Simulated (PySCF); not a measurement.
# Single point on GaGe

State: doublet, unpaired electrons σ ↑, a mixture of terms (⟨Lz²⟩ = 2.0), a second solution, started from another occupation.

An equivalent input (the run itself took its basis sets from the Basis Set Exchange, started from a PBE0 density and held the occupation σ 15α 14β, πx 7α 7β, πy 6α 6β, δx 2α 2β, δy 2α 2β):

```python
from pyscf import gto, dft
mol = gto.M(atom='Ga 0 0 0; Ge 0 0 2.483', basis={'Ga': 'pcseg-1', 'Ge': 'pcseg-1'},
            charge=0, spin=1, verbose=4, symmetry='C2v')
mf = dft.UKS(mol, xc='PBE0')
mf.grids.atom_grid = (80, 434)
mf.grids.prune = dft.gen_grid.treutler_prune
mf.irrep_nelec = {'A1': (17, 16), 'A2': (2, 2), 'B1': (7, 7), 'B2': (6, 6)}
mf.conv_tol = 1e-9
mf.max_cycle = 60
mf.diis_space = 10
mf.kernel()
```

The log (some set-up lines and the per-cycle HOMO/LUMO lines removed):

```
******** <class 'pyscf.dft.uks_symm.SymAdaptedUKS'> ********
method = SymAdaptedUKS
damping factor = 0
level_shift factor = 0
DIIS = <class 'pyscf.scf.diis.CDIIS'>
diis_start_cycle = 1
diis_space = 10
diis_damp = 0
SCF conv_tol = 1e-09
SCF conv_tol_grad = None
SCF max_cycles = 60
number electrons alpha = 32  beta = 31
Set gradient conv threshold to 3.16228e-05
init E= -4000.81553089158
cycle= 1 E= -4000.805842569  delta_E= 0.00969  |g|= 0.00701  |ddm|= 0.0534
cycle= 2 E= -4000.80586715377  delta_E= -2.46e-05  |g|= 0.00633  |ddm|= 0.0284
cycle= 3 E= -4000.80590861697  delta_E= -4.15e-05  |g|= 0.00233  |ddm|= 0.0168
cycle= 4 E= -4000.80591516783  delta_E= -6.55e-06  |g|= 0.000469  |ddm|= 0.00566
cycle= 5 E= -4000.80591584786  delta_E= -6.8e-07  |g|= 0.000158  |ddm|= 0.00207
cycle= 6 E= -4000.80591600267  delta_E= -1.55e-07  |g|= 7.12e-05  |ddm|= 0.00106
cycle= 7 E= -4000.80591607193  delta_E= -6.93e-08  |g|= 4.59e-05  |ddm|= 0.000778
cycle= 8 E= -4000.80591611864  delta_E= -4.67e-08  |g|= 1.87e-05  |ddm|= 0.000994
cycle= 9 E= -4000.80591612405  delta_E= -5.42e-09  |g|= 4.19e-06  |ddm|= 0.000395
cycle= 10 E= -4000.80591612423  delta_E= -1.79e-10  |g|= 1.07e-06  |ddm|= 7.29e-05
Extra cycle  E= -4000.80591612423  delta_E= 3.64e-12  |g|= 1.54e-06  |ddm|= 5.62e-06
converged SCF energy = -4000.80591612423  <S^2> = 0.75786439  2S+1 = 2.007849
```

Repeating this along the bond gives Re = 2.482 Å and ωe = 225 cm⁻¹.

A point of this curve took 1.2 CPU seconds beside 0.53 for the integrals, on Arm Neoverse V1 (shared host).

Spin–orbit coupling is left out.
